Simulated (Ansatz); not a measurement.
`ClB[TeH]` + NH₃ → `NBCl` + H₂Te at 700 K and 1 bar (ligand exchange at a B–Te bond).

Gas-phase electronic energies from Ansatz, PBE0-D4/def2-TZVP geometries. CBS: MP2 limit from def2 TZ/QZ plus the TZ coupled-cluster correction, frozen cores. This one scheme is used for every species. Elements past krypton have def2 core potentials. For Te outer-core shells are correlated without core-valence functions, which leaves a few kJ/mol of doubt a bond. Each species was taken in one conformer, which may not be the lowest.

```tsv
species	CCSD(T)/CBS energy (Eh)	H − E (kJ/mol)	S (J/(mol·K))
`ClB[TeH]`	-753.54186	99.6	367.3
NH₃	-56.50880	116.9	226.5
`NBCl`	-541.16722	152.0	331.8
H₂Te	-268.91024	57.2	261.6
```

H − E and S are ideal-gas, rigid-rotor, harmonic terms from PBE0-D4/def2-TZVP, for one conformer and one mirror image of each species. 1 Eh = 2625.50 kJ/mol, R = 8.31446 J/(mol·K).

By hand: ΔE, ΔH, ΔS and ΔG.

ΔE = (-541.16722) + (-268.91024) − (-753.54186) − (-56.50880) = -0.02680 Eh = -70.4 kJ/mol. Δ(H − E) = 152.0 + 57.2 − 99.6 − 116.9 = -7.3, so ΔH = -77.7 kJ/mol. ΔS = 331.8 + 261.6 − 367.3 − 226.5 = -0.4 J/(mol·K). ΔG = -77.7 − 700 × (-0.4)/1000 = -77.4 kJ/mol.

By hand: the equilibrium constant, and the temperature at which ΔG would vanish if ΔH and ΔS stayed fixed.

log₁₀ K = −ΔG/(RT ln 10) = 5.8. ΔG = 0 at ΔH/ΔS = 194250 K, far beyond where these terms or the molecules hold.

The number of gas molecules stays the same, so ΔS is small and ΔH decides. A doubt of 5 kJ/mol in ΔE shifts log₁₀ K by 0.4 here. Other conformers and mirror images would add mixing entropy, several J/(mol·K) or more a flexible species. These are equilibria of isolated gas molecules and say nothing of rates. Largest T1 diagnostic: 0.014 (customary marks: 0.02 for closed shells, 0.045 for open ones).
